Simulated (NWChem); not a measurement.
C4H3NO; SMILES C1=NC=CC1=O

All runs: NWChem. Pople sets run with spherical d functions. The geometry was optimised at PBE0/def2-SVP. Vertical excitations in the gas phase; the lowest state need not have the same character in each row.

| level | lowest excitation, singlet (eV) | oscillator strength of that lowest state | lowest state with f > 0.02, singlet (eV) | lowest triplet (eV) | orbital gap (eV) |
|---|---|---|---|---|---|
| PBE/6-31G*, TDA | 1.83 | 0.000 | 6.13 | 1.32 | 1.60 |
| B3LYP/6-31G*, TDA | 2.26 | 0.000 | 3.43 | 1.73 | 3.74 |
| Hartree-Fock/6-31G*, CIS | [?] | 0.000 | [?] | [?] | [?] |

Problem. Complete the blanks.

Solution. 
- Hartree-Fock/6-31G*, CIS, lowest excitation, singlet (eV): 3.52
- Hartree-Fock/6-31G*, CIS, lowest state with f > 0.02, singlet (eV): 4.29
- Hartree-Fock/6-31G*, CIS, lowest triplet (eV): 1.91
- Hartree-Fock/6-31G*, CIS, orbital gap (eV): 10.84
